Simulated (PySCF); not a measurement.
H2Pb2, SMILES [PbH]#[PbH]. The structure is a stationary point at PBE0-D3(BJ)/def2-TZVP. The def2 effective core potentials stand for the cores of Pb; spin–orbit coupling is left out.

### Question
Give the equilibrium geometry at PBE0-D3(BJ)/def2-TZVP (PySCF confirms it by a frequency run) as a Z-matrix, and its point group. (The exact figures need the calculation; the answer reports its results.)

### Answer
point group C2v.
```
Pb
H 1 2.0460
Pb 2 2.0460 1 89.18
H 1 2.0460 2 70.89 3 45.43
```
